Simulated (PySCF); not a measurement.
2-hydroxy-1,3,2-dioxaborolane (C2H5BO3), SMILES O1CCOB1O.

The structure is a stationary point at PBE0-D3(BJ)/def2-SVP. The geometry has at least one imaginary mode, so it is a saddle point at that level. Other conformers were not sampled.

Two levels are set side by side: TDDFT-PBE/def2-SVPD (PySCF) and TDDFT-PBE0/def2-SVPD (PySCF). Vertical, same geometry. The lowest singlet is HOMO→LUMO 100 % with PBE and HOMO→LUMO 96 % with the other functional; states are paired by order. Differences are taken from unrounded values.

```csv
quantity,TDDFT-PBE0
lowest singlet excitation (eV),6.91
lowest triplet excitation (TDA) (eV),6.76
```

Q: What does TDDFT-PBE give, and how far is it from TDDFT-PBE0? (Estimate from the structure and the level; the computed values follow.)

A: 
```json
[
 {"quantity": "lowest singlet excitation (eV)", "TDDFT-PBE": "5.91", "TDDFT-PBE minus TDDFT-PBE0": "-1.00"},
 {"quantity": "lowest triplet excitation (TDA) (eV)", "TDDFT-PBE": "5.82", "TDDFT-PBE minus TDDFT-PBE0": "-0.94"}
]
```

Functionals without exact exchange tend to place singlet excitations lower, as here. Differences between two approximate levels are no errors against the true value.

Rough cost on one machine, each run with all the roots and properties that it gave: TDDFT-PBE0 against TDDFT-PBE about 3 times.
